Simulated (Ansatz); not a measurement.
CH3ClOSi can be A, `CO[Si]Cl`, or B, `Cl[SiH]1CO1`.

Isolated molecules relaxed with PBE0-D4/def2-TZVP in Ansatz; ΔE leaves out vibrations. CBS: MP2 limit from def2 TZ/QZ plus the TZ coupled-cluster correction, frozen cores. Functionals use def2-TZVPP. B3LYP here is the variant with VWN-RPA as its local correlation; programs differ in this. Each species was taken in one conformer, which may not be the lowest.

**Question.** Which isomer does CCSD(T)/CBS put lower? Give the gap. (Estimate.)

**Answer.** The calculation gave: A, by 61.2 kJ/mol.

**Question.** Give E(B) − E(A) in kJ/mol with CCSD(T)/def2-SVP, CCSD/def2-TZVPP, CCSD(T)/def2-TZVPP, B3LYP-D4, B3LYP, ωB97M-V, PBE-D4. (Estimate.)

**Answer.** Ansatz gave: CCSD(T)/def2-SVP 84.7, CCSD/def2-TZVPP 66.2, CCSD(T)/def2-TZVPP 63.7, B3LYP-D4 76.6, B3LYP 75.2, ωB97M-V 71.3, PBE-D4 61.4. None reverses the order clearly.

**Question.** Does the order hold for the free energy at 298.15 K (harmonic terms from PBE0-D4)? (Best estimate.)

**Answer.** Ansatz gave: Yes: G(B) − G(A) = +58.1 kJ/mol, for one conformer each.

Largest T1 diagnostic: 0.014.

From r2SCAN to r2SCAN0 (25 % exact exchange), in def2-TZVPP and without D4, E(B) − E(A) moves by +3.1 kJ/mol. At CCSD(T), def2-SVP lies +23.5 kJ/mol from the extrapolated value and def2-TZVPP +2.5 kJ/mol.
